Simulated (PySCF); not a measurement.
A PySCF script (with the pyscf-properties extension) for the NMR shieldings of SMILES [C@@H]12C=CB(C)[C@@H](CC1)[C@H]2Cl, C8H12BCl, on a GFN2-xTB geometry:

```python
import basis_set_exchange as bse
import numpy as np
from pyscf import gto, dft
from pyscf.prop import nmr

atoms = """
C     2.786073    0.095868   -0.348979
B     1.252662    0.361330   -0.122026
C     0.708816    1.235269    1.027432
C    -0.611020    1.294406    1.246761
C    -1.579834    0.534433    0.393258
C    -1.498693   -0.973076    0.728254
C    -0.407565   -1.540372   -0.191320
C     0.120194   -0.328228   -1.003202
C    -1.097731    0.580671   -1.053042
Cl   -2.363153   -0.055780   -2.151590
H     3.291885   -0.178885    0.575209
H     3.270384    1.011715   -0.687836
H     2.995842   -0.672481   -1.088550
H     1.359771    1.787470    1.694396
H    -1.032740    1.855380    2.072249
H    -2.592519    0.921578    0.514600
H    -2.459089   -1.441423    0.517587
H    -1.268812   -1.121551    1.782709
H    -0.834586   -2.275528   -0.872663
H     0.392887   -2.022608    0.368404
H     0.438062   -0.639543   -1.999249
H    -0.881246    1.590741   -1.403253
"""
names = dict.fromkeys(["C", "B", "Cl", "H"], "pcSseg-1")
basis = {el: gto.basis.parse(bse.get_basis(n, elements=[el], fmt="nwchem")) for el, n in names.items()}
mol = gto.M(atom=atoms, basis=basis, charge=0, verbose=0)
mf = dft.RKS(mol, xc="PBE0")
mf.grids.level = 2
mf.grids.alignment = dft.numint.BLKSIZE   # the property module wants whole blocks of grid points
mf.conv_tol = 1e-9
mf.kernel()

calc = nmr.RKS(mf)   # GIAO
C = mf.mo_coeff
Co = C[:, mf.mo_occ > 0]
resp = mf.gen_response(singlet=True, hermi=2)
def vind(x):   # induced exchange potential for any number of trial vectors
    d = np.einsum("pi,xij,qj->xpq", C, 2 * x.reshape(-1, C.shape[1], Co.shape[1]), Co, optimize=True)
    return np.einsum("xpq,pi,qj->xij", resp(d - d.transpose(0, 2, 1)), C, Co, optimize=True).ravel()
mo1, _ = nmr.rhf.solve_mo1(calc, with_cphf=vind)
sigma = calc.kernel(mo1)
for i, s in enumerate(sigma):   # ppm
    print("%2d %-2s %9.2f" % (i, mol.atom_pure_symbol(i), np.trace(s) / 3))
```

Question: What does it print?

Answer: 
```
 0 C     176.73
 1 B      30.21
 2 C      47.68
 3 C       7.46
 4 C     133.78
 5 C     158.72
 6 C     170.45
 7 C     136.15
 8 C     110.83
 9 Cl    770.69
10 H      30.79
11 H      30.85
12 H      30.77
13 H      25.21
14 H      23.70
15 H      28.90
16 H      29.27
17 H      30.49
18 H      29.18
19 H      30.76
20 H      29.35
21 H      27.82
```

These numbers come from an equivalent density-fitted implementation of the same equations, which agrees with the script to about 0.01 ppm for H and up to a few tenths of a ppm for heavy atoms, so last digits may differ.

Size and cost of the density-fitted run: 237 basis functions, 110 s wall time on 1 thread of an Arm Neoverse N1, shared host; peak memory 0.99 GiB.
